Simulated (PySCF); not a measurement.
Can point charges reproduce the dipole moment of `C#C[Si@@H](O[SiH3])[SiH2][SiH3]`?

Coordinates (GFN2-xTB, Å) and charges (e) from the PBE0/pcSseg-1 density (PySCF):

| atom | x | y | z | Mulliken | IAO | Hirshfeld | ESP-fitted |
| --- | --- | --- | --- | --- | --- | --- | --- |
| C1 | -0.113 | 2.124 | -2.329 | -0.1974 | -0.1819 | -0.0793 | -0.3489 |
| C2 | -0.291 | 1.591 | -1.266 | -0.1924 | -0.3461 | -0.1603 | -0.1354 |
| Si3 | -0.544 | 0.711 | 0.351 | +0.8586 | +0.9101 | +0.3599 | +0.4669 |
| O4 | -2.011 | 0.001 | 0.313 | -0.7173 | -0.8821 | -0.3004 | -0.3922 |
| Si5 | -3.219 | -0.928 | -0.221 | +0.7287 | +0.8912 | +0.3934 | +0.5952 |
| Si6 | 1.084 | -0.908 | 0.646 | -0.1028 | +0.1031 | +0.1491 | +0.0480 |
| Si7 | 3.250 | -0.107 | 0.561 | +0.2085 | +0.2970 | +0.2124 | +0.2228 |
| H8 | 0.038 | 2.602 | -3.255 | +0.0661 | +0.2043 | +0.0995 | +0.3049 |
| H9 | -0.727 | 1.748 | 1.375 | -0.0909 | -0.1203 | -0.0734 | -0.0869 |
| H10 | -3.615 | -0.439 | -1.540 | -0.1163 | -0.1458 | -0.0792 | -0.1172 |
| H11 | -4.267 | -0.766 | 0.782 | -0.1214 | -0.1414 | -0.0783 | -0.1269 |
| H12 | -2.721 | -2.303 | -0.291 | -0.1257 | -0.1519 | -0.0825 | -0.1307 |
| H13 | 0.923 | -1.993 | -0.344 | -0.0155 | -0.0728 | -0.0675 | -0.0343 |
| H14 | 0.872 | -1.611 | 1.928 | -0.0185 | -0.0785 | -0.0719 | -0.0511 |
| H15 | 4.266 | -1.146 | 0.740 | -0.0524 | -0.0924 | -0.0720 | -0.0663 |
| H16 | 3.510 | 0.888 | 1.606 | -0.0594 | -0.0983 | -0.0754 | -0.0764 |
| H17 | 3.558 | 0.548 | -0.713 | -0.0521 | -0.0943 | -0.0739 | -0.0717 |

Question: What dipole does each set of charges give (1 e·Å = 4.803 D), and what does the density give?

Answer: The full density gives (-0.08, -0.14, -0.75) D, 0.76 D in size; dipole vectors point from the negative to the positive end.

```
    scheme     μx     μy     μz  size (D)  share of the full size (%)  angle to the full dipole (°)
  Mulliken  -0.12  -1.13   1.55      1.92                         251                           132
       IAO   0.18  -0.77  -0.08      0.80                         104                            75
 Hirshfeld  -0.04  -0.24  -0.14      0.28                          37                            49
ESP-fitted  -0.06  -0.16  -0.72      0.74                          97                             2
```

Question: Which set comes closest?

Answer: Length of the difference vector: ESP-fitted 0.04 D, Hirshfeld 0.62 D, IAO 0.95 D, Mulliken 2.50 D. Closest: ESP-fitted. 

Question: What is left for the Hirshfeld atoms' own dipoles?

Answer: The Hirshfeld atoms' densities add up to the full density, so μ = Σ q r + Σ (atomic dipoles). The atomic dipoles sum to (-0.08, -0.14, -0.75) − (-0.04, -0.24, -0.14) = (-0.04, 0.10, -0.61) D, 0.62 D in size.

Question: With the origin at the mean of the coordinates, (0.000, 0.001, -0.097) Å, which are the largest single terms, by size, of the IAO dipole along the direction of the full one?

Answer: Si5 +2.78, H8 +2.54, Si3 -2.24, C1 -1.56, C2 -1.45 D; all 17 atoms together +0.20 D. The single terms depend on the origin, their sum doesn't.

Question: Give the size of the full dipole in other units.

Answer: 0.76 D = 0.301 au = 0.159 e·Å = 2.55 × 10⁻³⁰ C·m.

One conformer (not necessarily the lowest) at the GFN2-xTB geometry, without solvent, vibrations or thermal averaging.

Conformer computed: `[CH:1]#[C:2][Si@@H:3]([O:4][SiH3:5])[SiH2:6][SiH3:7]`: C2–Si3–O4–Si5 54°, C2–Si3–Si6–Si7 57°.
